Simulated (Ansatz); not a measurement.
`C[O][GaH][CH3]` at its PBE0-D4/def2-TZVP geometry, where that method's forces vanish. Charge 0, multiplicity 1.

```xyz
11

C    -1.5532   -0.8058   -0.5757
O    -1.2643   -0.4294    0.7408
Ga    0.2623    0.3528    1.2523
C     1.6092    0.6993   -0.1312
H    -2.4562   -0.2921   -0.9264
H    -1.7433   -1.8845   -0.6274
H    -0.7444   -0.5768   -1.2841
H     0.2824    0.6474    2.7831
H     1.9255   -0.2372   -0.5973
H     2.4882    1.1931    0.2841
H     1.1937    1.3333   -0.9183
```

(1) What forces (eV/Å) does ωB97M-V/def2-TZVPP give on these atoms in Ansatz 0.2.0? (Estimate.)

Results:

(1) Ansatz gave: 
```
C1  -0.112 -0.112 -0.328
O2   0.028  0.054  0.218
Ga3  0.054  0.051  0.143
C4   0.018  0.005 -0.018
H5   0.086 -0.048  0.027
H6   0.020  0.101  0.000
H7  -0.052 -0.012  0.061
H8   0.005 -0.024 -0.140
H9  -0.020  0.074  0.027
H10 -0.065 -0.039 -0.044
H11  0.038 -0.049  0.053
```
